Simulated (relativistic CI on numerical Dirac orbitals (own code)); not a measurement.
Method of calculation: Dirac-Coulomb-Breit CI, orbitals from a KLI potential per configuration, model QED, unscaled Slater integrals (own radial code, finite nucleus).

The strongest absorption lines from the ground level of an ion, among the configurations computed and to levels below about 1170 eV (vacuum wavelength in nm, gf): 1.4663 (0.13), 1.4719 (0.039), 1.8886 (0.0058), 1.9365 (0.0056), 2.0346 (0.36), 2.0528 (0.17), 14.890 (0.59), 23.274 (0.019).

**Question.** Which ion is it?
A. Nb29+
B. Rb25+
C. Rb23+
D. Br23+

**Answer.** B. Rb25+ has 12 electrons and the ground level 3s2 1S_0; the strongest line goes to 3s.3p 1P°_1. The pattern of lines fixes the number of electrons, and along that sequence the line energies rise steadily with the charge (about as its square where n changes within one kind of shell, about linearly where n is kept but much faster in heavy ions where fine structure, which grows about as Z⁴, sets the gap, and irregularly where shells cross), which fixes Z. Configurations outside the model, such as inner-shell arrays, can give stronger lines. At this charge energies of transitions that change n are usually good to better than 1 %, and those within a shell (Δn = 0) to a few per cent.

LS names give the leading component of a level, which can be under half, so a name can repeat, a term be missing and a line seem to break the LS rules.
